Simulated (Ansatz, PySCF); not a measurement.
Potential energy curve for GaH, singlet.

Levels: RHF/LANL2DZ = restricted Hartree-Fock/LANL2DZ, with its core potentials past Ne (PySCF); UKS-BLYP = unrestricted BLYP/cc-pVQZ (Ansatz, a quantum-chemistry and plane-wave program); FCI = full CI/cc-pVQZ, cores with 3d frozen in Ansatz; UMP2 = MP2 on UHF/cc-pVQZ, cores with 3d frozen run with Ansatz; RKS-PBE = restricted PBE/cc-pVQZ (Ansatz).

Energies are in kJ/mol, each relative to the lowest point of its own curve near equilibrium.

```tsv
R / Å	RHF/LANL2DZ	UKS-BLYP	FCI	UMP2	RKS-PBE
1.26	150.7	153.8	158.1	167.0	151.9
1.32	101.2	103.4	105.6	112.9	101.8
1.42	46.0	47.5	47.6	52.3	46.3
1.51	17.6	18.9	18.2	20.2	18.1
1.56	8.4	9.4	8.7	9.0	8.9
1.64	0.9	1.4	1.0	___	1.2
1.68	0.0	0.0	0.0	0.0	0.0
1.72	___	0.0	0.4	0.9	0.2
1.82	7.4	4.7	6.7	8.2	___
1.84	9.5	6.3	8.6	10.4	7.1
1.93	21.5	15.4	19.4	22.5	16.7
2.10	51.9	38.5	45.8	51.6	40.8
2.27	87.8	65.1	75.8	84.7	68.6
2.52	144.3	105.5	120.0	153.9	110.8
2.76	198.2	142.1	159.1	201.5	149.1
3.01	251.1	176.3	194.2	230.6	184.9
3.34	___	211.2	230.4	251.4	225.0
3.65	365.7	232.2	254.0	261.1	255.3
4.20	440.9	254.0	275.8	268.2	294.5
4.56	480.4	262.2	281.7	269.8	312.3
4.94	___	268.1	284.5	270.6	326.0
5.86	571.2	275.6	286.4	271.2	___
6.63	597.9	278.3	286.6	271.3	353.7
```

### Question
What belongs in the gaps?

### Answer

- 1.64, UMP2: 0.7
- 1.72, RHF/LANL2DZ: 0.6
- 1.82, RKS-PBE: 5.4
- 3.34, RHF/LANL2DZ: 314.1
- 4.94, RHF/LANL2DZ: 514.7
- 5.86, RKS-PBE: 345.6

The restricted form behind RHF/LANL2DZ, RKS-PBE keeps the bonding electrons paired and can't separate into open-shell fragments. The unrestricted determinant behind UKS-BLYP is spin-contaminated at 3.34 to 6.63 Å (<S²> up to 0.9, against 0.00 for a pure singlet). The unrestricted determinant behind UMP2 is spin-contaminated at 1.26 to 1.56, 2.52 to 6.63 Å (<S²> up to 1.0, against 0.00 for a pure singlet).
